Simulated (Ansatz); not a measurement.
```yaml
atoms:
  - { symbol: C, position_ang: [0.6707, 0.7778, -0.0078] }
  - { symbol: C, position_ang: [-0.6766, 0.7786, -0.0008] }
  - { symbol: C, position_ang: [-0.6666, -0.7840, 0.0099] }
  - { symbol: C, position_ang: [0.6586, -0.7816, -0.0035] }
  - { symbol: H, position_ang: [1.4471, 1.5461, 0.0030] }
  - { symbol: H, position_ang: [-1.4460, 1.5468, -0.0057] }
  - { symbol: H, position_ang: [-1.4389, -1.5436, 0.0022] }
  - { symbol: H, position_ang: [1.4378, -1.5448, -0.0045] }
```

Basis set: def2-TZVP (spherical functions). Correlated methods keep 4 orbitals frozen. Charge 0, multiplicity 1.

Computed with Ansatz (development build ahead of 0.2.0); each method stands on the lowest determinant of its kind that the runs found. Restricted open shells among the atoms or ions are ROHF, correlated in semicanonical orbitals with singles.

**Question.** Give the atomization energy at this shape (free ground-state atoms in the same class of orbitals less the molecule, no zero-point energy) of singlet C4H4 by RHF-MP2, RHF.

**Answer.**

```
 method  atomization energy
RHF-MP2            35.00 eV
    RHF            25.82 eV
```

Caution: in another basis set an unrestricted determinant lies well below.
